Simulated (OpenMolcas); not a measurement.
**Br⁴⁺: terms and fine structure**

```json
{
  "Program": "OpenMolcas",
  "Method": "CASSCF",
  "Basis": "ANO-RCC-VTZP [6s5p3d1f]",
  "Scalar Hamiltonian": "DKH2, point nucleus",
  "Active space": "1 electron in 3 orbitals (4p)",
  "State averaging": "2S+1 = 2 odd, 3 roots",
  "Spin-orbit coupling": "state interaction with AMFI integrals over the reference wave functions, term energies averaged over their components"
}
```

With spin-orbit coupling, above the lowest level:

```tsv
Configuration	Term	J	E (cm⁻¹)	Measured (cm⁻¹)	g	Term weight %
4s² 4p	²P°	1/2	0.0	0.0	0.666	100
4s² 4p	²P°	3/2	5679	6090	1.334	100
```

Against the measured value (Moore, Atomic Energy Levels, vol. II, NSRDS-NBS 35 (1971 reprint of NBS Circular 467, 1952)): 4s² 4p ²P°_3/2: computed 5679, measured 6090 cm⁻¹ (-6.7 %).

Spin-orbit coupling puts the lowest level 3786 cm⁻¹ below the lowest spin-free term.

With one active electron the reference holds no correlation, so core polarisation is missing. Measured partners are found by configuration, term and J. A level has none where our copy of the source lacks it or the pairing is in doubt (some pairs that miss far off the trend of their configuration count as doubtful), and it then counts in no deviation. Only configurations of the active space appear.

The term weight is that of the spin-free term in the level, not the purity of its configuration. ° marks odd parity.
